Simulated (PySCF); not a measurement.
# Electron correlation in Mg (magnesium, neutral)

[Ne] 3s1 3d1, high-spin 3D determinant (an excited configuration). Computed with PySCF 2.14 in aug-cc-pCVTZ (8s7p5d3f, 75 functions), with no relativity, point nucleus. Frozen: [Ne]; 2 electrons correlated.

With two correlated electrons CCSD is exact within the correlated space (frozen core and kept virtual orbitals).

| level | correlation energy (mhartree) |
| --- | --- |
| CCSD | -6.95 |

Diagnostics: T1 = 0.0053, D1 = 0.0090, largest double amplitude 0.065.

The outer electron is Rydberg-like, and this basis confines it to a smaller radius and binds it less than a complete one would.

Cost of the coupled-cluster step: of the order of 4 core-seconds, for 2 correlated electrons.

Iterations:

```
CC2 = 0
CCSD nocc = (np.int64(2), np.int64(0)), nmo = (70, 70)
frozen orbitals [[0, 1, 2, 3, 4], [0, 1, 2, 3, 4]]
max_cycle = 100
direct = 0
conv_tol = 1e-08
conv_tol_normt = 1e-06
diis_space = 8
diis_start_cycle = 0
Init t2, MP2 energy = -0.00370592398624072
Init E_corr(UCCSD) = -0.00370592398708679
cycle = 1  E_corr(UCCSD) = -0.00533557241488262  dE = -0.00162964843  norm(t1,t2) = 0.0347099
cycle = 2  E_corr(UCCSD) = -0.00610688384417017  dE = -0.000771311429  norm(t1,t2) = 0.0183742
cycle = 3  E_corr(UCCSD) = -0.00693028189594989  dE = -0.000823398052  norm(t1,t2) = 0.0104319
cycle = 4  E_corr(UCCSD) = -0.00693754777002912  dE = -7.26587408e-06  norm(t1,t2) = 0.00271028
cycle = 5  E_corr(UCCSD) = -0.00695276926773067  dE = -1.52214977e-05  norm(t1,t2) = 0.000615245
cycle = 6  E_corr(UCCSD) = -0.00694626493619744  dE = 6.50433153e-06  norm(t1,t2) = 0.000112186
cycle = 7  E_corr(UCCSD) = -0.00695013962458511  dE = -3.87468839e-06  norm(t1,t2) = 4.22429e-05
cycle = 8  E_corr(UCCSD) = -0.00694824901789315  dE = 1.89060669e-06  norm(t1,t2) = 2.05451e-05
cycle = 9  E_corr(UCCSD) = -0.00694857233576716  dE = -3.23317874e-07  norm(t1,t2) = 4.06062e-06
cycle = 10  E_corr(UCCSD) = -0.00694855729089059  dE = 1.50448766e-08  norm(t1,t2) = 2.58904e-07
cycle = 11  E_corr(UCCSD) = -0.00694855937304629  dE = -2.0821557e-09  norm(t1,t2) = 3.99407e-08
UCCSD converged
E(UCCSD) = -199.4119779636864  E_corr = -0.006948559373046287
```
